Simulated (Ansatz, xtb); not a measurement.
This singlet lies 1.86 eV below the relaxed triplet at the level frozen-core CCSD(T)/cc-pVTZ // PBE0-D3(BJ)/def2-TZVP (Ansatz, a first-principles code).

Species: H$_{3}$GeN, SMILES `[NH2][GeH]` (lower singlet) (charge 0, multiplicity 1).

Problem. Give a relaxed geometry from GFN2-xTB (xtb).

Solution. Several could match; the one computed here: the end point of this relaxation, one of several conformers (outside a Z-matrix the atoms follow the SMILES, hydrogens last).
Bonds (Å): N1–Ge2 1.799, N1–H3 1.008, N1–H4 1.010, Ge2–H5 1.638. Bond angles (°): Ge2–N1–H3 128.0, Ge2–N1–H4 122.5, H3–N1–H4 109.5, N1–Ge2–H5 91.8.
